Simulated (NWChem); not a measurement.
Program: NWChem. System: GaP, charge 0, spin multiplicity 3, at a geometry optimised with UB3LYP/def2-SVP. The structure started from a generated list of species. Its SCF solution wasn't tested for a lower state. Level: UB3LYP/x2c-SVPall-2c, scalar ZORA, VWN1-RPA local correlation.

Output (cleaned and shortened):

```
             Northwest Computational Chemistry Package (NWChem) 7.3.0
             --------------------------------------------------------

                                NWChem Input Module
                                -------------------

 Scaling coordinates for geometry "geometry" by  1.889725989
 (inverse scale =  0.529177249)

                             Geometry "geometry" -> ""
                             -------------------------

 Output coordinates in angstroms (scale by  1.889725989 to convert to a.u.)

  No.       Tag          Charge          X              Y              Z
 ---- ---------------- ---------- -------------- -------------- --------------
    1 Ga                  31.0000     0.00000000     0.00000000     0.73552400
    2 P                   15.0000     0.00000000     0.00000000    -1.52008300

 Effective nuclear repulsion energy (a.u.)     109.0914422525

            Nuclear Dipole moment (a.u.)
            ----------------------------
        X                 Y               Z
 ---------------- ---------------- ----------------
     0.0000000000     0.0000000000    -0.0000018897


 Summary of "ao basis" -> "" (spherical)
 ------------------------------------------------------------------------------
       Tag                 Description            Shells   Functions and Types
 ---------------- ------------------------------  ------  ---------------------
 *                       x2c-svpall-2c                on all atoms

                                 NWChem DFT Module
                                 -----------------

 Summary of "ao basis" -> "ao basis" (spherical)
 ------------------------------------------------------------------------------
       Tag                 Description            Shells   Functions and Types
 ---------------- ------------------------------  ------  ---------------------
 Ga                      x2c-svpall-2c              14       38   5s6p3d
 P                       x2c-svpall-2c               9       21   4s4p1d

 Summary of "ao basis" -> "ao basis" (spherical)
 ------------------------------------------------------------------------------
       Tag                 Description            Shells   Functions and Types
 ---------------- ------------------------------  ------  ---------------------
 Ga                      x2c-svpall-2c              14       38   5s6p3d
 P                       x2c-svpall-2c               9       21   4s4p1d

            General Information
            -------------------
          SCF calculation type: DFT
          Wavefunction type:  spin polarized.
          No. of atoms     :     2
          No. of electrons :    46
           Alpha electrons :    24
            Beta electrons :    22
          Charge           :     0
          Spin multiplicity:     3
          Use of symmetry is: off; symmetry adaption is: off
          Maximum number of iterations: 100
          AO basis - number of functions:    59
                     number of shells:    23
          Convergence on energy requested:  1.00D-06
          Convergence on density requested:  1.00D-05
          Convergence on gradient requested:  5.00D-04

              XC Information
              --------------
                         B3LYP Method XC Potential
                     Hartree-Fock (Exact) Exchange  0.200
                        Slater Exchange Functional  0.800 local
                    Becke 1988 Exchange Functional  0.720 non-local
              Lee-Yang-Parr Correlation Functional  0.810
                  VWN I RPA Correlation Functional  0.190 local

             Grid Information
             ----------------
          Grid used for XC integration:  fine
          Radial quadrature: Mura-Knowles
          Angular quadrature: Lebedev.
          Tag              B.-S. Rad. Rad. Pts. Rad. Cut. Ang. Pts.
          ---              ---------- --------- --------- ---------
          Ga                  1.30      140           9.0       974
          P                   1.00      123          10.0       770
          Grid pruning is: on
          Number of quadrature shells:   263
          Spatial weights used:  Erf1

          Convergence Information
[...]
    15      0.398010  1 Ga px                49     -0.201378  2 P  px
     9     -0.199487  1 Ga px                43      0.092866  2 P  px
     6      0.079361  1 Ga px                58     -0.048930  2 P  d  1
    27      0.031721  1 Ga d  1              37     -0.031127  1 Ga d  1

 Vector   27  Occ=0.000000D+00  E= 4.445746D-02
              MO Center=  1.3D-08,  4.7D-09,  6.8D-01, r^2= 5.6D+00
   Bfn.  Coefficient  Atom+Function         Bfn.  Coefficient  Atom+Function
  ----- ------------  ---------------      ----- ------------  ---------------
    20      1.348896  1 Ga pz                42      0.938052  2 P  s
    54      0.822454  2 P  pz                 5     -0.550066  1 Ga s
     4     -0.441325  1 Ga s                 41      0.275606  2 P  s
    17      0.218101  1 Ga pz                 3      0.185816  1 Ga s
    40     -0.175347  2 P  s                 51      0.173300  2 P  pz

                     DFT Final Beta Molecular Orbital Analysis
                     -----------------------------------------

 Vector   20  Occ=1.000000D+00  E=-5.295957D-01
              MO Center= -6.5D-08, -2.9D-09, -1.0D+00, r^2= 1.6D+00
   Bfn.  Coefficient  Atom+Function         Bfn.  Coefficient  Atom+Function
  ----- ------------  ---------------      ----- ------------  ---------------
    41      0.659745  2 P  s                 40     -0.439606  2 P  s
     4      0.324261  1 Ga s                 42      0.269496  2 P  s
     3     -0.195324  1 Ga s                 17     -0.097148  1 Ga pz
    26     -0.088177  1 Ga d  0              39      0.070654  2 P  s
    11      0.059638  1 Ga pz                51      0.057377  2 P  pz

 Vector   21  Occ=1.000000D+00  E=-3.434497D-01
              MO Center=  5.9D-08,  5.0D-09, -6.4D-02, r^2= 3.3D+00
   Bfn.  Coefficient  Atom+Function         Bfn.  Coefficient  Atom+Function
  ----- ------------  ---------------      ----- ------------  ---------------
     4      0.766934  1 Ga s                  3     -0.422717  1 Ga s
    41     -0.354375  2 P  s                 42     -0.280755  2 P  s
    40      0.234725  2 P  s                  5      0.208461  1 Ga s
    51      0.144857  2 P  pz                54      0.135597  2 P  pz
     2      0.090898  1 Ga s                 45     -0.074280  2 P  pz

 Vector   22  Occ=1.000000D+00  E=-1.993808D-01
              MO Center=  4.3D-07,  1.5D-08, -9.8D-01, r^2= 2.8D+00
   Bfn.  Coefficient  Atom+Function         Bfn.  Coefficient  Atom+Function
  ----- ------------  ---------------      ----- ------------  ---------------
    52      0.539215  2 P  px                49      0.358785  2 P  px
    18      0.256661  1 Ga px                15      0.205310  1 Ga px
    43     -0.171372  2 P  px                 9     -0.109418  1 Ga px
    27     -0.048199  1 Ga d  1              37      0.044762  1 Ga d  1
     6      0.043707  1 Ga px                46     -0.035833  2 P  px

 Vector   23  Occ=0.000000D+00  E=-1.432401D-01
              MO Center= -3.8D-07,  3.0D-07, -1.7D-01, r^2= 4.4D+00
   Bfn.  Coefficient  Atom+Function         Bfn.  Coefficient  Atom+Function
  ----- ------------  ---------------      ----- ------------  ---------------
    54      0.456815  2 P  pz                17     -0.317355  1 Ga pz
    51      0.317770  2 P  pz                20     -0.298089  1 Ga pz
     5     -0.283229  1 Ga s                  4     -0.208502  1 Ga s
    42     -0.184698  2 P  s                 11      0.171939  1 Ga pz
    45     -0.152433  2 P  pz                 3      0.122549  1 Ga s

 Vector   24  Occ=0.000000D+00  E=-1.385534D-01
              MO Center=  1.3D-08, -3.2D-07, -7.5D-01, r^2= 3.2D+00
   Bfn.  Coefficient  Atom+Function         Bfn.  Coefficient  Atom+Function
  ----- ------------  ---------------      ----- ------------  ---------------
    53      0.495886  2 P  py                19      0.340889  1 Ga py
    50      0.310770  2 P  py                16      0.239526  1 Ga py
    44     -0.151324  2 P  py                10     -0.128427  1 Ga py
     7      0.051690  1 Ga py                25      0.043150  1 Ga d -1
    35     -0.039243  1 Ga d -1              47     -0.034213  2 P  py

 Vector   25  Occ=0.000000D+00  E=-4.486316D-02
              MO Center= -3.8D-08,  1.8D-09,  2.8D-01, r^2= 4.5D+00
   Bfn.  Coefficient  Atom+Function         Bfn.  Coefficient  Atom+Function
  ----- ------------  ---------------      ----- ------------  ---------------
    18      0.706321  1 Ga px                52     -0.500777  2 P  px
    15      0.378572  1 Ga px                49     -0.218572  2 P  px
     9     -0.190597  1 Ga px                43      0.100733  2 P  px
     6      0.076448  1 Ga px                58     -0.039575  2 P  d  1
    46      0.029565  2 P  px                27      0.026904  1 Ga d  1

   alpha - beta orbital overlaps
   -----------------------------

   alpha      1      2      3      4      5      6      7      8      9     10
    beta      1      2      3      4      6      5      7      8     10      9
 overlap   1.000  1.000  1.000  1.000  1.000  1.000  1.000  1.000  1.000  1.000

   alpha     11     12     13     14     15     16     17     18     19     20
    beta     11     12     14     13     15     17     16     18     19     20
 overlap   1.000  1.000  1.000  1.000  0.928  1.000  1.000  0.929  1.000  0.997

   alpha     21     22     23     24     25     26     27     28     29     30
    beta     21     24     23     22     26     25     27     28     29     30
 overlap   0.994  0.969  0.996  0.998  0.970  0.998  0.994  0.997  0.995  0.990

   alpha     31     32     33     34     35     36     37     38     39     40
    beta     31     36     34     35     32     33     37     39     40     41
 overlap   0.998  0.990  0.903  0.998  0.999  0.903  0.994  0.998  0.999  0.995

   alpha     41     42     43     44     45     46     47     48     49     50
    beta     38     42     44     43     45     47     46     48     49     50
 overlap   0.999  0.999  0.997  0.999  0.999  1.000  1.000  1.000  1.000  1.000

   alpha     51     52     53     54     55     56     57     58     59
    beta     51     52     53     54     55     56     57     58     59
 overlap   1.000  1.000  1.000  1.000  1.000  1.000  1.000  1.000  1.000

     --------------------------
     Expectation value of S2:
     --------------------------
      <S2> =      2.0088 (Exact =     2.0000)

 center of mass
 --------------
 x =   0.00000000 y =   0.00000000 z =   0.06836004

 moments of inertia (a.u.)
 ------------------
         388.272393199487           0.000000000000           0.000000000000
           0.000000000000         388.272393199487           0.000000000000
           0.000000000000           0.000000000000           0.000000000000

     Multipole analysis of the density
     ---------------------------------

     L   x y z        total         alpha         beta         nuclear
     -   - - -        -----         -----         ----         -------
     0   0 0 0     -0.000000    -24.000000    -22.000000     46.000000

     1   1 0 0     -0.000001      0.000000     -0.000001      0.000000
     1   0 1 0     -0.000000     -0.000000     -0.000000      0.000000
     1   0 0 1      0.725102      1.864792     -1.139688     -0.000002

     2   2 0 0    -23.514434    -13.025704    -10.488730      0.000000
     2   1 1 0     -0.098149     -0.000440     -0.097709      0.000000
     2   1 0 1      0.000000     -0.000000      0.000000      0.000000
     2   0 2 0    -20.426497    -13.011852     -7.414645      0.000000
     2   0 1 1      0.000000      0.000000      0.000000      0.000000
     2   0 0 2    -22.227114   -113.309149    -92.580113    183.662148

 Task  times  cpu:        4.8s     wall:        4.8s

 Total times  cpu:        4.8s     wall:        4.8s
```

Write an NWChem input that would produce this output.

One answer among several that fit: 
```
start mol
memory heap 200 mb stack 900 mb global 1100 mb
geometry units angstroms nocenter noautoz noautosym
  Ga     0.000000     0.000000     0.735524
  P      0.000000     0.000000    -1.520083
end
basis spherical
  * library x2c-svpall-2c
end
relativistic
  zora on
end
dft
  xc b3lyp
  odft
  mult 3
  semidirect memsize 60000000 filesize 0
  iterations 100
  grid fine
end
task dft energy
```
